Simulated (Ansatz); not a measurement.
Correlation energies of `BCC[SiH3]` by basis set

```xyz
13

B     0.6741   -1.9231   -0.5835
C    -0.0358   -0.5882   -0.8996
C     0.1573    0.0324    0.5184
Si   -0.5895    1.7535    0.6031
H     0.0642   -2.8302   -0.0921
H     1.8639   -2.0155   -0.6943
H    -1.1016   -0.6565   -1.1252
H     0.4499    0.0456   -1.6439
H    -0.3155   -0.5852    1.2907
H     1.2194    0.1063    0.7792
H    -2.0437    1.6790    0.3004
H     0.0646    2.6284   -0.4062
H    -0.4073    2.3536    1.9531
```

Charge 0, multiplicity 1. The structure was optimised at the PBE0-D4/def2-TZVP level. It is one conformer, not always the lowest. Frozen core, restricted reference, the Gaussian-basis code of Ansatz. CBS rows extrapolate triple and quadruple zeta; past MP2 they add the triple-zeta difference.

```csv
basis,HF (Eh),MP2 corr.
def2-TZVPP,-394.61453,-0.58800
def2-QZVPP,-394.62883,-0.62536
```

Question: Estimate the CCSD correlation energy and the (T) correction in each basis where they were run (hartree).

Answer: 
```csv
basis,CCSD corr.,(T)
def2-TZVPP,-0.64718,-0.02365
CBS(def2),-0.71221,as TZ
```
